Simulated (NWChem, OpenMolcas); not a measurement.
From F to I: the HOMO–LUMO gap

Gas-phase molecules, one atom swapped for its congeners: Be(CH3)F (BeMeF); Be(CH3)Br (BeMeBr); Be(CH3)I (BeMeI). The Cl member is missing. All are singlets with charge 0.

Shapes, held fixed at every level: GFN2-xTB. Shapes from a cheap method are rough, which adds to the scatter. Programs: NWChem 7.3.0, OpenMolcas 26.06. A level may come from different programs for different species; with the same settings they agree closely. Values in eV.

```tsv
level	Be(CH3)F	Be(CH3)Br	Be(CH3)I
HF/STO-3G	18.68	15.87	14.19
HF/3-21G	16.25	14.55	12.90
HF/def2-SVP	14.71	14.10	12.67
```

At HF/def2-SVP the HOMO–LUMO gap falls at every step, from 14.71 to 12.67 eV. Every level shows the same order. For atoms past krypton def2 sets carry core potentials with scalar relativity. All-electron rows are non-relativistic unless named. Relativity is left out for Br. Orbital gaps aren't excitation energies, and the LUMO depends on the basis.
